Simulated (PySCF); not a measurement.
Exercise with solution: chemical shift, span and skew from a shielding tensor

Si(H)(Cl)(OH)(NMe2) (C₂H₈ClNOSi), SMILES CN([SiH](O)Cl)C. Atoms are numbered in the order given.

```xyz
14

Si     0.5727    -0.1888    -0.4572
O      1.7888     0.9377    -0.4309
Cl     0.7612    -1.5680     1.0975
N     -0.9505     0.5918    -0.2572
C     -1.1967     1.8730    -0.8980
C     -2.1429    -0.0378     0.2772
H      0.8045    -0.9354    -1.7125
H      1.8240     1.5106     0.3457
H     -1.8900     1.7856    -1.7583
H     -1.6478     2.5897    -0.1852
H     -0.2556     2.3102    -1.2617
H     -1.8925    -0.9835     0.7761
H     -2.6303     0.6171     1.0242
H     -2.8911    -0.2497    -0.5124
```
Charge 0, spin multiplicity 1.

Coordinates come from a B3LYP-D3(BJ)/def2-SVP optimisation. Other conformers were not sampled.

GIAO shieldings from B3LYP/pcSseg-1 run with PySCF, non-relativistic, no solvent. The symmetric part of the tensor of Si1 has the principal values 334.1, 361.0, 395.8 ppm. The same nucleus in TMS has σ = 338.7 ppm at this level (PySCF, at its B3LYP-D3(BJ)/def2-TZVP geometry). Without spin–orbit terms, shifts of atoms bonded to Cl or Br come out too high.

**Question.** Work out the isotropic shielding, the ²⁹Si shift against TMS, the span and the skew.

**Answer.** 
σ(iso) = (σ11 + σ22 + σ33)/3 = 363.6 ppm. δ = σ(ref) − σ(iso) = 338.7 − (363.6) = -24.9 ppm.
Span Ω = σ33 − σ11 = 61.7 ppm. Skew κ = 3(σ(iso) − σ22)/Ω = 0.13. Tumbling in solution averages the tensor to δ; in a static solid the shielding alone would spread this spin-1/2 line over Ω.
